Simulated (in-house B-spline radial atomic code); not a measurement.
A run on an ion of nuclear charge 69 with 69.5 electrons that did not converge. Method: scalar-relativistic (X2C) B3LYP, spin-polarised, spherical fractional occupations, Fermi nucleus of rms radius 5.2256 fm; computed with a B-spline radial code for spherical atoms.

Command:
```bash
python run_scf.py task.json out
```
Settings (nuclear radius in fm, mass in u):
```
Z                69
configuration    [Xe] 4f13.5 6s2
hamiltonian      x2c
method           b3lyp
spin_polarised   True
nucleus          fermi
rms_radius       5.2256
atomic_mass      168.93422
speed_of_light   137.035999084
```

First and last ten iterations of the last attempt (damped for 15 steps, keeping 80 % of the old Fock matrix, then DIIS):
```
 iter        energy (Eh)    residual
    1      -13566.035785    4.80e-01
    2      -13459.500291    9.96e-01
    3      -13560.397320    4.63e-01
    4      -13565.639816    1.99e-01
    5      -13567.135585    7.35e-02
    6      -13567.429726    3.95e-02
    7      -13567.490127    2.98e-02
    8      -13567.516161    2.23e-02
    9      -13567.531304    1.66e-02
   10      -13567.540340    1.22e-02
  111      -13469.210387    8.75e-01
  112      -13469.208688    8.75e-01
  113      -13469.209651    8.75e-01
  114      -13469.211847    8.75e-01
  115      -13469.222402    8.75e-01
  116      -13469.212094    8.75e-01
  117      -13469.220446    8.75e-01
  118      -13469.210470    8.75e-01
  119      -13567.536093    1.50e-02
  120      -13567.536688    1.46e-02
 not converged after 120 iterations
```

The smallest residual met was 6.6e-03; the threshold is about 7e-07. No energy from this run should be used. The likely cause: this method binds the added charge weakly or not at all at the basis-set limit, so charge moves back and forth between the atom and the box. Run time, properties included: 4.4 s on 1 thread of Arm Neoverse V2, on a shared host.
